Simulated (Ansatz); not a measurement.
The cluster Zn₂Te⁺. Total charge 1; doublet. Geometry PBE-D4/def2-TZVP, that of the neutral singlet; atoms count from 1.

```csv
atom,x (Å),y (Å),z (Å)
Zn1,1.2206,1.6433,1.5186
Zn2,-1.2225,-1.6401,-1.5210
Te3,0.0019,-0.0031,0.0024
```

In the def2 sets Te takes a core potential; there is no spin–orbit coupling. The structure comes from a short search, and lower isomers may exist.

**Question.** Estimate the Mulliken populations from the PBE0/def2-TZVP orbitals of Ansatz.

**Answer.** 
```json
{"atom": "Zn1", "charge (e)": "0.38", "spin (α − β)": "-0.01", "d electrons": "10.02"}
{"atom": "Zn2", "charge (e)": "0.38", "spin (α − β)": "-0.01", "d electrons": "10.02"}
{"atom": "Te3", "charge (e)": "0.24", "spin (α − β)": "1.02", "d electrons": "–"}
```
Mulliken values and Mayer orders depend strongly on the basis.

**Question.** Where does the spin sit?

**Answer.** Summed by element: Zn -0.02, Te 1.02, of 1 unpaired in all. Largest on single atoms: Te3 1.02, Zn1 -0.01, Zn2 -0.01.

**Question.** And the Mayer bond orders between bonded heavy atoms (over 0.3)?

**Answer.** Zn1–Te3 0.80 (2.55 Å); Zn2–Te3 0.80 (2.55 Å). Values over 0.3 also appear between atoms too far apart for a bond (Zn1–Zn2 0.41 at 5.10 Å); they arise where an orbital or an unpaired electron spreads over both atoms.
